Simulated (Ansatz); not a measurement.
`ClB(Cl)[Si](Cl)(Cl)Cl` + CH₃NH₂ → `CNB(Cl)Cl` + `Cl[SiH](Cl)Cl`  (cleavage of the B–Si bond)

Program: Ansatz. Geometries: PBE0-D4/def2-TZVP. ΔE: electronic, gas phase. CCSD(T)/CBS adds triple-zeta CCSD(T) − MP2 to the extrapolated MP2 energy (def2 sets, frozen cores). This one scheme is used for every species. DFT in def2-TZVPP. Each species was taken in one conformer, which may not be the lowest.

| level | ΔE (kJ/mol) | difference from CCSD(T)/CBS |
| --- | --- | --- |
| LDA (SPW92) | -155.6 | -5.8 |
| r2SCAN-D4 | -149.3 | 0.5 |
| r2SCAN0-D4 | -153.3 | -3.5 |
| BHLYP-D4 | -153.5 | -3.7 |
| ωB97M-V | -154.0 | -4.2 |
| PBE-QIDH | -154.3 | -4.5 |
| BLYP | -150.0 | -0.2 |
| BHLYP | -164.0 | -14.2 |
| RPA@PBE/def2-TZVPP | -145.8 | 4.0 |
| MP2/def2-SVP | -167.2 | -17.4 |
| CCSD(T)/CBS | -149.8 | 0 |

Largest T1 diagnostic among the species: 0.011.

From r2SCAN to r2SCAN0 (25 % exact exchange), in def2-TZVPP and without D4, ΔE moves by −4.6 kJ/mol. The D4 term adds +9.5 kJ/mol with B3LYP and +5.7 kJ/mol with PBE0; it sums over pairs of atoms, weighted by their polarisabilities, and B3LYP, whose exchange is more repulsive, gets the larger term.

CCSD(T)/CBS has its own doubt, a few kJ/mol and more with outer-core shells, so smaller differences from it don't rank the levels.

B3LYP here is the variant with VWN-RPA as its local correlation; programs differ in this.
